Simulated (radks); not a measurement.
Ionisation of the tellurium ion Te+, [Kr] 4d10 5s2 5p3, to [Kr] 4d10 5s2 5p2 as the strength of local exchange is varied. All-electron calculation, Dirac Kohn-Sham, Slater X-alpha exchange (alpha = 2/3 is LDA exchange), no correlation, spin-unpolarised, spherical densities, finite nucleus; open shells are shared between the two j in proportion to 2j + 1; Fermi nuclear charge, rms radius 4.7423 fm. Program: a radial shooting solver on a logarithmic mesh with Libxc functionals.

alpha  E(Te+) (hartree)  exchange (hartree)  IE (eV)  -e of the level emptied (eV)  <r> of it (bohr)
0.634       -6777.56963          -156.80667   16.605                12.078 (5p3/2)             2.556
0.667       -6785.73618          -165.15788   16.959                12.402 (5p3/2)             2.536
0.678       -6788.46044          -167.94577   17.078                12.511 (5p3/2)             2.530
0.901       -6843.91298          -224.91123   19.572                14.813 (5p3/2)             2.408
0.904       -6844.66189          -225.68339   19.606                14.845 (5p3/2)             2.407

NIST Atomic Spectra Database: 18.6 +/- 0.4 eV (measured). The Delta-SCF value meets it near alpha = 0.81. Spin polarisation and multiplet splitting are left out, so open shells lie too high by an amount that depends on their filling. Sharing an open shell by 2j + 1 raises it above the true ground level by a part of the spin-orbit splitting, which enters the differences from NIST.

Beside tabulated values, note that spin-unpolarised runs miss the spin-polarisation part of the exchange energy of open shells.
